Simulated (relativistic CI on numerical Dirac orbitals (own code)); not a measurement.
## Transition arrays of Sb12+

Method of calculation: Dirac-Coulomb-Breit CI, separate exchange-only KLI orbitals for each configuration, model QED (radiative potential, 1s self-energy scaled to tabulated hydrogen-like ionisation energies), valence Slater integrals scaled by 0.9, whole transition arrays (own radial code, finite nucleus).

Configuration list (outside the closed core [Ar] 3d10 4s2): 4p⁶4d³, 4p⁶4d²4f, 4p⁵4d⁴, 4p⁶4d²5p, 4p⁶4d²5f. Levels of other configurations are missing.

All E1 lines from the levels of 4p⁶4d³; mean and standard deviation are weighted by gf, and upper levels are sorted by their leading configuration.

```tsv
Upper configuration	Lines	Σgf	Mean (eV)	Mean (nm)	σ (eV)	Strongest line (nm)
4p⁶4d²4f	321	229.8	99.05	12.517	2.11	12.521
4p⁵4d⁴	2081	570.8	99.72	12.433	3.97	12.149
4p⁶4d²5p	503	181.8	98.31	12.612	1.83	12.473
4p⁶4d²5f	721	1.2	156.20	7.937	1.84	7.934
```

Σgf per state of the lower configuration in bins of 0.05 nm over the central range (centre: value): 11.83: 0.04, 11.88: 0.06, 11.93: 0.02, 11.98: 0.04, 12.03: 0.09, 12.08: 0.09, 12.13: 0.33, 12.18: 0.24, 12.23: 0.26, 12.28: 0.39, 12.33: 0.45, 12.38: 1.24, 12.43: 0.43, 12.48: 1.88, 12.53: 0.93, 12.58: 0.18, 12.63: 0.19, 12.68: 0.21, 12.73: 0.12, 12.78: 0.25, 12.83: 0.15, 12.88: 0.11, 12.93: 0.09, 12.98: 0.04, 13.03: 0.03, 13.08: 0.02.

Problem. How do configuration mixing and the scaling of the Slater integrals move the arrays?

Solution. Slater scale 0.9, no configuration mixing: 4p⁶4d²4f 90.2 ± 3.8 eV (Σgf 355.1), 4p⁵4d⁴ 92.7 ± 7.1 eV (Σgf 495.9), 4p⁶4d²5p 96.7 ± 1.9 eV (Σgf 51.4), 4p⁶4d²5f 155.4 ± 2.0 eV (Σgf 8.7); Slater scale 1: 4p⁶4d²4f 101.0 ± 2.1 eV (Σgf 236.9), 4p⁵4d⁴ 101.8 ± 3.9 eV (Σgf 631.6), 4p⁶4d²5p 98.6 ± 2.5 eV (Σgf 132.5), 4p⁶4d²5f 156.4 ± 2.2 eV (Σgf 0.9); Slater scale 0.8: 4p⁶4d²4f 97.1 ± 2.2 eV (Σgf 229.6), 4p⁵4d⁴ 97.6 ± 4.1 eV (Σgf 498.5), 4p⁶4d²5p 97.3 ± 1.5 eV (Σgf 235.6), 4p⁶4d²5f 156.0 ± 1.6 eV (Σgf 1.6). With mixing, levels are counted to their leading configuration, so an array can shrink or vanish into another, and the sums then hold other lines.
